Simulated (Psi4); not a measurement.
Psi4 input (wB97X-D/6-31G*):

```
memory 1500 MB

molecule {
1 1
C    -1.16121811   -0.18331432   -0.02340017
Si    0.62903689    0.09747431    0.00115907
H    -1.68556782    0.56423601   -0.62169877
H    -1.41324193   -1.19650419   -0.34225064
H    -1.51267979   -0.07261084    1.01662181
H     1.19698143    1.44308458   -0.15835579
H     1.57530031   -1.00295996    0.22985740
symmetry c1
no_reorient
no_com
}

set {
  basis 6-31G*
  reference rks
  scf_type pk
  dft_radial_points 99
  dft_spherical_points 590
  e_convergence 1e-8
  d_convergence 1e-7
  maxiter 150
}

e = energy('wb97x-d')
print_out(f'\nFINAL {e:.10f} DIPOLE {variable("CURRENT DIPOLE")[0]:.6f} {variable("CURRENT DIPOLE")[1]:.6f} {variable("CURRENT DIPOLE")[2]:.6f}\n')
```

Task: What final total energy does it give?

Result: -330.24860 Eh.
